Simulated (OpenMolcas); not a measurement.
## P: from CASSCF to CASPT2

| Quantity | Value |
| --- | --- |
| Program | OpenMolcas 26.06 |
| Basis | ANO-RCC-VTZP [5s4p2d1f] |
| Scalar Hamiltonian | DKH2, point nucleus |
| Active space | 5 electrons in 8 orbitals (3s 3p 4s 4p) |
| State averaging | 2S+1 = 4 odd, 1 root; 2S+1 = 2 odd, 8 roots; 2S+1 = 4 even, 3 roots |
| Spin-orbit coupling | RASSI with atomic mean-field integrals over the reference wave functions, term energies averaged over their components |

Methods on the same reference wave functions:
A. CASSCF
B. SS-CASPT2, IPEA 0.25 Eh, imaginary shift 0.1 Eh (closed shells correlated: 2s 2p)

Energies in eV above 3s² 3p³ ⁴S°_3/2, the measured ground level; measured values from NIST Handbook of Basic Atomic Spectroscopic Data.

```tsv
Level	A	B	Measured
3s² 3p³ ⁴S°_3/2	0.0000	0.0000	0.0000
3s² 3p³ ²D°_3/2	1.8197	1.540	1.4086
3s² 3p³ ²D°_5/2	1.8222	1.542	1.4105
3s² 3p³ ²P°_1/2	2.4297	2.420	2.3213
3s² 3p³ ²P°_3/2	2.4313	2.421	2.3245
3s 3p⁴ ⁴P_5/2	8.1267	7.816	7.3813
3s 3p⁴ ⁴P_3/2	8.1451	7.834	7.4038
3s 3p⁴ ⁴P_1/2	8.1561	7.845	7.4168
```

Deviations, from unrounded energies. A percentage is the sum of absolute deviations over the sum of measured energies, with the sign that they share, or ± where signs differ.

| Against measurement | Levels | A | B |
| --- | --- | --- | --- |
| mean absolute deviation (cm-1) | 7 | 3800 | 2000 |
| other terms of the ground configuration (%) | 4 | +13.9 | +6.1 |
| other configurations (%) | 3 | +10.0 | +5.8 |

B lies closest to measurement on these levels. The largest miss of B in the table is 3s 3p⁴ ⁴P_5/2, by +3500 cm-1. The ranking rests on the paired levels alone, and a cruder setting can come out closer through cancelling errors.

From A to B the spin-free energies of the other terms of 3s² 3p³ shown, above ⁴S°, scale by factors of 0.85 to 1.00.

The lowest spin-free term lies below A's lowest term by 0.089 hartree in B.

CASPT2 does not keep the components of a term degenerate, so their means are used; among the terms shown or strongly mixed into the levels shown the widest spread is 18 cm-1 (3s² 3p³ ²D°, B). Active for correlation alone: 4p 4s; no level in the range computed is led by a configuration that fills them, so any true level of that kind is missing. Terms of s pⁿ other than that of highest spin mix with s² pⁿ⁻² d, which this space lacks; all of them can be thousands of cm-1 off, and some have no real level of that name. Without dynamic correlation excited terms often stand tens of per cent too high (terms of higher spin than the ground term too low), and those without a measured partner can miss by more than the paired ones (holds for A). Measured partners are found by configuration, term and J. A level has none where our copy of the source lacks it or the pairing is in doubt (some pairs that miss far off the trend of their configuration count as doubtful), and it then counts in no deviation. Levels of configurations outside the active space are missing.

° marks odd parity.
